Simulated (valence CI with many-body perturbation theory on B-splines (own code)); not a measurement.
Values are calculated unless marked as measured or tabulated.
Ladder of approximations for W XXIV

Level of theory: valence CI with perturbative core correlation (CI+MBPT): five valence electrons over a frozen Dirac-Fock core [Kr] 4d10, radial functions for each j: 7 s, 7 p, 7 d, 7 f, 4 g, 2 h, with the one-electron correlation potential Σ1, the two-electron term Σ2, the three-electron term Σ3, Breit, model QED; selected CI, second order for the rest, scaled by the run's own slope (own B-spline code, finite nucleus).

No measured spectrum was set against this ion. As an estimate, terms of the open shell hold to a few per cent of their energy, and close levels can change places. Core correlation moves these levels by up to 3700 cm⁻¹, and in measured spectra 5 to 20 % of such shifts remained as error; rates that hang on mixing are uncertain with them. Among the levels kept, up to 890 cm⁻¹ of a level comes from second order outside the variational space, and about a tenth of that is noise between levels of different J, which matters for small intervals. Only levels of the ground parity were solved; by the run's estimate the other parity begins above the list, which can be wrong where configurations are misplaced.

Each rung adds one term. CI alone is the Dirac-Coulomb CI over the frozen core; QED comes last and gives the full result, which names the levels. Energies are above 4f5 6H°_5/2 on the same rung, in eV.

Names give the largest LS component (configuration and term), which can be under half, so a name can repeat, a term be missing and a line seem to break the LS rules; names also repeat where a configuration has a term twice. Letters in brackets count levels of one name in rising energy.

| Level | CI alone |
| --- | --- |
| 4f5 6H°_7/2 | 1.166 |
| 4f5 6H°_9/2 | 2.267 |
| 4f5 6F°_3/2 | 2.883 |
| 4f5 6F°_5/2 [a] | 2.907 |
| 4f5 6F°_1/2 | 2.987 |
| 4f5 6H°_11/2 | 3.254 |
| 4f5 6F°_7/2 | 3.926 |
| 4f5 6H°_13/2 | 4.117 |
| 4f5 6H°_15/2 | 4.771 |
| 4f5 6F°_9/2 | 5.008 |
| 4f5 6F°_5/2 [b] | 5.692 |
| 4f5 6F°_11/2 | 6.054 |
| 4f5 4M°_15/2 | 6.486 |
| 4f5 4F°_3/2 | 6.413 |
| 4f5 4I°_9/2 | 7.147 |
| 4f5 4L°_13/2 [a] | 7.358 |

Task: What do these energies become with core correlation, Breit and QED?

Result: 4f5 6H°_7/2 1.214 (+0.0487); 4f5 6H°_9/2 2.321 (+0.0537); 4f5 6F°_3/2 2.884 (+0.0001); 4f5 6F°_5/2 [a] 2.886 (-0.0207); 4f5 6F°_1/2 2.977 (-0.0100); 4f5 6H°_11/2 3.281 (+0.0273); 4f5 6F°_7/2 3.937 (+0.0110); 4f5 6H°_13/2 4.096 (-0.0207); 4f5 6H°_15/2 4.656 (-0.1151); 4f5 6F°_9/2 5.001 (-0.0070); 4f5 6F°_5/2 [b] 5.753 (+0.0609); 4f5 6F°_11/2 6.009 (-0.0452); 4f5 4M°_15/2 6.272 (-0.2148); 4f5 4F°_3/2 6.609 (+0.1954); 4f5 4I°_9/2 7.114 (-0.0327); 4f5 4L°_13/2 [a] 7.129 (-0.2287).

Task: How does the ionisation energy move along the ladder, and which term matters most?

Result: CI alone 669.88, + Σ1 673.09, + Σ2 683.63, + Σ3 683.66, + Breit 683.59, + QED 683.63 eV. The largest step is Σ2, 10.54 eV. NIST lists 685.6 ± 1.6 eV (semi-empirical).
